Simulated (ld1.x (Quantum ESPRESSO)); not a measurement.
Configuration tests for P (TM)

P (Z = 15), norm-conserving Troullier–Martins (Kleinman–Bylander form), made with ld1.x (Quantum ESPRESSO) 7.5 (revPBE, non-relativistic). Core [He], reference 2s2 2p6 3s1.75 3p3.25. Waves: 2p (bound): rc 0.50 bohr; 3d channel at -0.15 Ry: rc 0.60 bohr; 2s (bound): rc 0.55 bohr. Local part: the s channel. Core correction: none.

Occupied shells without a wave of their own: 3p, 3s. They enter only through the test configuration that unscreens the potential.

Energies are relative to the spin-unpolarised reference configuration 2s2 2p6 3s1.75 3p3.25; without spin polarisation the order of configurations can differ from experiment.

(1) Give the all-electron excitation energy and the error of the potential for: 2s2 2p6 3s2 3p3; 2s2 2p6 3s2 3p2; 2s2 2p6 3s2 3p1; 2s2 2p6 3s1 3p4; 2s2 2p6 3s2 3p3.3; 2s2 2p6 3s1 3p3; 2s2 2p5 3s2 3p3.

A Bessel basis up to 400 Ry misses an occupied level by 0.02 Ry, so cutoffs and ghosts were not judged.

Answers

(1)

```
valence configuration  charge  ΔE all-electron (eV)  error AE − PS (meV)
      2s2 2p6 3s2 3p3       0                -2.098                  +29
      2s2 2p6 3s2 3p2      +1                 7.621                  +24
      2s2 2p6 3s2 3p1      +2                26.758                  +16
      2s2 2p6 3s1 3p4       0                 6.344                  -90
    2s2 2p6 3s2 3p3.3    -0.3                -3.400                  +30
      2s2 2p6 3s1 3p3      +1                16.644                 -107
      2s2 2p5 3s2 3p3      +1               138.196                 +131
```
